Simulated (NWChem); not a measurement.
Species: ZrHOCl₂ cation; SMILES [OH][Zr+]([Cl])[Cl]

```xyz
5

Zr     0.3072    -0.3247     0.0000
Cl    -0.8853     0.2036     1.8649
Cl    -0.8853     0.2036    -1.8649
O      1.8976     0.6037     0.0000
H      2.6315     1.2363     0.0000
```
Atoms are numbered in this order, from 1.

All runs: NWChem. Coordinates come from a PBE0/def2-SVP optimisation. This spin state was assumed; another may lie lower. def2 effective core potentials on Zr; no spin-orbit coupling.

**Question.** Predict the results for PBE/def2-SVP. Quantities: highest occupied level (eV); orbital gap (eV).

**Answer.** 
```json
{
 "highest occupied level (eV)": "-13.01",
 "orbital gap (eV)": "3.57"
}
```
